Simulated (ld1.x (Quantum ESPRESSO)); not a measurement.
## An all-electron radial function and its pseudo partner (Al)

Columns: radius, all-electron u(r) and pseudo u(r) of the 3s shell (level -7.83 eV) of aluminium in the configuration [Ne] 3s1.75 3p1.25; BLYP, non-relativistic, RRKJ scheme, ld1.x (Quantum ESPRESSO) 7.5.

```json
{"r (bohr)": "0.105", "all-electron": "0.1152", "pseudo": "0.0200"}
{"r (bohr)": "0.210", "all-electron": "-0.1011", "pseudo": "0.0404"}
{"r (bohr)": "0.315", "all-electron": "-0.2570", "pseudo": "0.0619"}
{"r (bohr)": "0.420", "all-electron": "-0.3042", "pseudo": "0.0858"}
{"r (bohr)": "0.525", "all-electron": "-0.2687", "pseudo": "0.1135"}
{"r (bohr)": "0.630", "all-electron": "-0.1836", "pseudo": "0.1466"}
{"r (bohr)": "0.735", "all-electron": "-0.0741", "pseudo": "0.1860"}
{"r (bohr)": "0.840", "all-electron": "0.0430", "pseudo": "0.2323"}
{"r (bohr)": "0.945", "all-electron": "0.1573", "pseudo": "0.2846"}
{"r (bohr)": "1.050", "all-electron": "0.2628", "pseudo": "0.3413"}
{"r (bohr)": "1.155", "all-electron": "0.3565", "pseudo": "0.4000"}
{"r (bohr)": "1.260", "all-electron": "0.4371", "pseudo": "0.4579"}
{"r (bohr)": "1.365", "all-electron": "0.5044", "pseudo": "0.5123"}
{"r (bohr)": "1.470", "all-electron": "0.5588", "pseudo": "0.5608"}
{"r (bohr)": "1.575", "all-electron": "0.6014", "pseudo": "0.6016"}
{"r (bohr)": "1.680", "all-electron": "0.6335", "pseudo": "0.6335"}
{"r (bohr)": "1.785", "all-electron": "0.6561", "pseudo": "0.6561"}
{"r (bohr)": "1.890", "all-electron": "0.6703", "pseudo": "0.6703"}
{"r (bohr)": "1.995", "all-electron": "0.6771", "pseudo": "0.6771"}
{"r (bohr)": "2.100", "all-electron": "0.6775", "pseudo": "0.6775"}
{"r (bohr)": "2.205", "all-electron": "0.6725", "pseudo": "0.6725"}
{"r (bohr)": "2.310", "all-electron": "0.6629", "pseudo": "0.6629"}
{"r (bohr)": "2.415", "all-electron": "0.6496", "pseudo": "0.6496"}
{"r (bohr)": "2.520", "all-electron": "0.6333", "pseudo": "0.6333"}
{"r (bohr)": "2.625", "all-electron": "0.6146", "pseudo": "0.6146"}
{"r (bohr)": "2.730", "all-electron": "0.5940", "pseudo": "0.5940"}
```

Task: How many radial nodes do the two functions have?

Result: The all-electron 3s function has n − l − 1 = 2; the pseudo-wave has 0, since the states of the same l below it are removed with the core.

Task: At about which radius was the pseudo-wave matched?

Result: 1.65 bohr, where the columns begin to agree (steps of 0.10 bohr).

Task: Is the pseudo-wave norm-conserving?

Result: Yes: the RRKJ scheme keeps the norm inside the radius equal to the all-electron one, which fixes the energy derivative of the logarithmic derivative at the level.
